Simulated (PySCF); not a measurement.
This PySCF input asks for the NMR shieldings of SMILES CB(N([SiH2]C)[SiH3])C, C3H14BNSi2; the geometry comes from GFN2-xTB.

```python
import basis_set_exchange as bse
import numpy as np
from pyscf import gto, dft
from pyscf.prop import nmr

atoms = """
C     2.681145    0.731807    0.311621
Si    1.528759   -0.133981   -0.923341
N     0.016075   -0.561199   -0.125298
Si   -0.060247   -2.115504    0.687407
B    -1.101516    0.314867   -0.113247
C    -2.510476   -0.170470    0.437527
C    -0.993479    1.810682   -0.638298
H     2.927327    0.071848    1.138888
H     3.610507    1.025683   -0.166178
H     2.227113    1.624851    0.731206
H     2.138192   -1.381866   -1.400240
H     1.239718    0.702429   -2.091133
H    -0.844231   -3.052375   -0.124111
H    -0.648615   -1.933455    2.015662
H     1.307744   -2.613701    0.840372
H    -3.334400    0.423221    0.045646
H    -2.720048   -1.215288    0.218529
H    -2.539604   -0.067935    1.522300
H    -1.168042    1.836960   -1.713799
H    -1.744654    2.455884   -0.185992
H    -0.020192    2.264485   -0.467992
"""
names = dict.fromkeys(["C", "Si", "N", "B", "H"], "pcSseg-1")
basis = {el: gto.basis.parse(bse.get_basis(n, elements=[el], fmt="nwchem")) for el, n in names.items()}
mol = gto.M(atom=atoms, basis=basis, charge=0, verbose=0)
mf = dft.RKS(mol, xc="PBE0")
mf.grids.level = 2
mf.grids.alignment = dft.numint.BLKSIZE   # the property module wants whole blocks of grid points
mf.conv_tol = 1e-9
mf.kernel()

calc = nmr.RKS(mf)   # GIAO
C = mf.mo_coeff
Co = C[:, mf.mo_occ > 0]
resp = mf.gen_response(singlet=True, hermi=2)
def vind(x):   # induced exchange potential for any number of trial vectors
    d = np.einsum("pi,xij,qj->xpq", C, 2 * x.reshape(-1, C.shape[1], Co.shape[1]), Co, optimize=True)
    return np.einsum("xpq,pi,qj->xij", resp(d - d.transpose(0, 2, 1)), C, Co, optimize=True).ravel()
mo1, _ = nmr.rhf.solve_mo1(calc, with_cphf=vind)
sigma = calc.kernel(mo1)
for i, s in enumerate(sigma):   # ppm
    print("%2d %-2s %9.2f" % (i, mol.atom_pure_symbol(i), np.trace(s) / 3))
```

Q: Give the expected output.

A: 
```
 0 C     188.60
 1 Si    377.00
 2 N     172.97
 3 Si    403.61
 4 B      44.75
 5 C     177.00
 6 C     175.76
 7 H      31.24
 8 H      31.85
 9 H      31.28
10 H      26.91
11 H      26.73
12 H      26.85
13 H      27.04
14 H      27.07
15 H      30.95
16 H      31.24
17 H      31.09
18 H      31.03
19 H      30.96
20 H      31.33
```

These numbers come from an equivalent density-fitted implementation of the same equations, which agrees with the script to about 0.01 ppm for H and up to a few tenths of a ppm for heavy atoms, so last digits may differ.

Size and cost of the density-fitted run: 203 basis functions, 100 s wall time on 1 thread of an Intel Xeon, shared host; peak memory 0.91 GiB.
